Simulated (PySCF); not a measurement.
Compound: 4-bromopyridine, C5H4BrN.
Bonds: Br1–C2, C2–C3 (aromatic), C3–C4 (aromatic), C4–N5 (aromatic), N5–C6 (aromatic), C6–C7 (aromatic), C2–C7 (aromatic). Hydrogens: H8 on C3; H9 on C4; H10 on C6; H11 on C7.

Computed with PySCF 2.14.0, PBE0-D3(BJ)/def2-SVP geometry optimisation, gas phase.

Question: List the bond lengths and angles at this level.

Answer: 
```
         bond  length (pm)     order
       Br1–C2        188.1    single
 C2–C3, C2–C7        139.2  aromatic
 C3–C4, C6–C7        139.5  aromatic
 C4–N5, N5–C6        133.0  aromatic
C3–H8, C7–H11        109.1    single
C4–H9, C6–H10        109.6    single
```

Bonds in one row agree within 1 pm and their mean is given. Orders are formal, as drawn. A selection of angles:
```
    angle  degrees
Br1–C2–C3    120.3
 C3–C2–C7    119.5
 C2–C3–C4    117.6
 C2–C3–H8    121.3
 C4–C3–H8    121.1
 C3–C4–N5    123.9
 C3–C4–H9    119.5
 N5–C4–H9    116.7
 C4–N5–C6    117.6
```

N5 (pyridine-type nitrogen) is bent (angle 117.6°). All 4 C–C bonds measure 1.392 to 1.395 Å. The 6-membered ring C2–C3–C4–N5–C6–C7 has internal angles of 117.5° to 124.0° (sum 720°, against 720° for a flat polygon); it is planar, 0.00 Å rms from its mean plane, widest ring torsion 0°. The 7 heavy atoms lie in one plane (0.000 Å rms).

Point group: C2v (tolerance 0.08 Å). Whether it is a minimum is left open (no frequencies).

On an Arm Neoverse V2 with one thread, on a shared host, this took 38 s of wall time. These figures are those of the optimisation.
